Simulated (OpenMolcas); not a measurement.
An atom or ion with 4 electrons was computed by SS-CASPT2, IPEA 0.25 Eh, imaginary shift 0.1 Eh with spin-orbit coupling (OpenMolcas, ANO-RCC-VTZP, DKH2). The lowest levels that the run gave, each within 12 % of the measured value where one is at hand:

```json
{"J": "0", "Parity": "even", "E (cm⁻¹)": "0.0", "g": ""}
{"J": "0", "Parity": "odd", "E (cm⁻¹)": "82062", "g": ""}
{"J": "1", "Parity": "odd", "E (cm⁻¹)": "82210", "g": "1.501"}
{"J": "2", "Parity": "odd", "E (cm⁻¹)": "82506", "g": "1.501"}
{"J": "1", "Parity": "odd", "E (cm⁻¹)": "161755", "g": "1.000"}
{"J": "0", "Parity": "even", "E (cm⁻¹)": "214289", "g": ""}
{"J": "1", "Parity": "even", "E (cm⁻¹)": "214437", "g": "1.501"}
{"J": "2", "Parity": "even", "E (cm⁻¹)": "214725", "g": "1.501"}
{"J": "2", "Parity": "even", "E (cm⁻¹)": "234007", "g": "1.000"}
{"J": "0", "Parity": "even", "E (cm⁻¹)": "291572", "g": ""}
```

**Question.** Which ion is it, and what are the configurations and terms?

**Answer.** O⁴⁺ (Z = 8, charge +4; active space 2 electrons in 8 orbitals (2s 2p 3s 3p)). J, parity and g give the terms where levels are pure, and mixed ones are named by the computed weights; the size of the splittings, set against known spectra of the 4-electron sequence, gives the charge. In order, with the measured energies in cm⁻¹ (Moore, Selected Tables of Atomic Spectra, NSRDS-NBS 3, section 9): 2s² ¹S₀, 2s 2p ³P°₀ (81942), 2s 2p ³P°₁ (82079), 2s 2p ³P°₂ (82385), 2s 2p ¹P°₁ (158798), 2p² ³P₀ (213462), 2p² ³P₁ (213618), 2p² ³P₂ (213887), 2p² ¹D₂ (231721), 2p² ¹S₀ (287910).

Active for correlation alone: 3p 3s; no level in the range computed is led by a configuration that fills them, so any true level of that kind is missing. Measured partners are found by configuration, term and J. A level has none where our copy of the source lacks it or the pairing is in doubt (some pairs that miss far off the trend of their configuration count as doubtful), and it then counts in no deviation. Only configurations of the active space appear.

° marks odd parity.
